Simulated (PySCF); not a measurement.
C6H13ClSi.
SMILES with atom numbers: `[CH3:1][CH2:2][C@@H:3]1[CH2:4][C@:5]1([SiH3:6])[CH2:7][Cl:8]`

NICS = −σ at a ghost point: NICS(0) at the centroid of the ring atoms, NICS(1) 1 Å to either side along the normal of their mean plane, zz for the tensor component along that normal. Level: GIAO PBE0/pcSseg-1 (PySCF, non-relativistic, gas phase) on the GFN2-xTB geometry, one conformer.

Ring bond lengths (Å), with Mayer bond orders in brackets: C3–C4 1.493 (0.92), C4–C5 1.510 (0.93), C5–C3 1.512 (0.90).

Give the NICS values of each ring in ppm.

```json
{"ring": "C3–C4–C5", "type": "3-membered carbocycle; formal bonds all single", "NICS(0)": "-44.1", "NICS(1), two faces": "-7.9 / -9.0", "NICS(1)zz, two faces": "-18.7 / -23.6", "rms pucker (Å)": "0.00", "centre to ring atoms, mean (Å)": "0.87"}
```

What do they say, and how far can they be read as aromaticity?

- C3–C4–C5: mean NICS(1)zz -21.2 ppm, shielded. C3, C4, C5 have four or more neighbours, and the NICS criterion for π rings isn't applied. The two faces differ by 4.9 ppm, so no symmetry operation interchanges them. NICS(0) lies 36 ppm below the mean NICS(1).

Give the inner angles of the rings and the Hirshfeld charges of the ring atoms.

- C3–C4–C5: C3 60.3° (-0.034 e), C4 60.5° (-0.087 e), C5 59.2° (-0.092 e); sum 180.0° against 180° for a flat convex ring.

How shielded are the nuclei of the rings and their hydrogens (means over atoms taken as equivalent)?

```
  atoms                  environment  σ isotropic (ppm)
     C3   three-membered-ring carbon              160.5
     C4   three-membered-ring carbon              165.4
     C5  sp3 carbon bound to silicon              173.7
H on C3             methine hydrogen              31.11
H on C4           methylene hydrogen              30.88
H on C4           methylene hydrogen              31.56
```

Shape of the structure used: `[CH3:1][CH2:2][C@@H:3]1[CH2:4][C@:5]1([SiH3:6])[CH2:7][Cl:8]`: C1–C2–C3–C4 -94°, C4–C5–C7–Cl8 -152°.
